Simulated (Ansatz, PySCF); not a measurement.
Ansatz (a first-principles code) was given this input:
Ansatz 0.2 input:
```yaml
crystal:
  periodic: [false, false, false]
  atoms:
    - {symbol: Pb, position_ang: [-0.00000000, -0.00000000, -0.40772011]}
    - {symbol: Cl, position_ang: [0.00000000, 0.00000000, 1.96664995]}
basis:
  gaussian:
    orbitals: def2-SVP
hamiltonian:
  xc: hf
total_charge: 1
accuracy: high
```

### Question
Convert this to an input for PySCF.

### Answer
One answer among several that fit: 
```python
from pyscf import gto, scf

mol = gto.M(
    atom='''
Pb   -0.000000   -0.000000   -0.407720
Cl    0.000000    0.000000    1.966650
''',
    basis='def2-svp',
    ecp={'Pb': 'def2-svp'},
    charge=1,
    spin=0,
    verbose=4,
)

mf = scf.RHF(mol)
mf.kernel()
```

Both were run: Ansatz gave -650.996868 Eh and PySCF -650.996868 Eh, 0.000 mEh apart.
